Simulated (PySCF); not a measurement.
# C₆ coefficients of unlike pairs at UHF

Calculated with PySCF 2.14 from the dipole response of each species, C₆(A,B) = (3/π) ∫ α_A(iu) α_B(iu) du, in atomic units, from isotropic polarisabilities. For ions this is the dispersion term alone; charge-induced terms of lower order in 1/R come first.

```json
{"species": "Kr³⁺", "configuration": "[Ar] 3d10 4s2 4p3 (4S)", "basis": "x2c-QZVPPall with one added diffuse shell each of s, p, d, f type (12s9p6d5f1g)", "relativity": "spin-free X2C", "α (bohr³)": "5.592", "C₆ (like pair)": "22.22"}
{"species": "Sn⁺", "configuration": "[Kr] 4d10 5s2 5p1 (2P)", "basis": "def2-TZVPPD with the def2 core potential (28 electrons) (7s5p4d2f)", "relativity": "core potential", "α (bohr³)": "28.92", "C₆ (like pair)": "228.9"}
{"species": "Sb", "configuration": "[Kr] 4d10 5s2 5p3 (4S)", "basis": "x2c-QZVPPall with one added diffuse shell each of s, p, d, f type (14s10p8d5f1g)", "relativity": "spin-free X2C", "α (bohr³)": "44.08", "C₆ (like pair)": "488.7"}
{"species": "O²⁺", "configuration": "[He] 2s2 2p2 (3P)", "basis": "aug-cc-pCVTZ-DK with one added diffuse shell each of s, p, d, f type (8s7p5d3f)", "relativity": "spin-free X2C", "α (bohr³)": "1.793", "C₆ (like pair)": "2.348"}
```

(1) Estimate C₆ for O²⁺ with Sn⁺.

No spin-orbit coupling is included.

The other pairs:

| pair | C₆ |
| --- | --- |
| Sb, Sn⁺ | 333.9 |
| O²⁺, Sb | 30.14 |
| O²⁺, Kr³⁺ | 7.201 |
| Sb, Kr³⁺ | 94.31 |
| Sn⁺, Kr³⁺ | 65.92 |

## Answers

(1) The integral gives 21.12. The combination rule 2 C_A C_B / (C_A α_B/α_A + C_B α_A/α_B) gives 20.65 and the geometric mean 23.18.
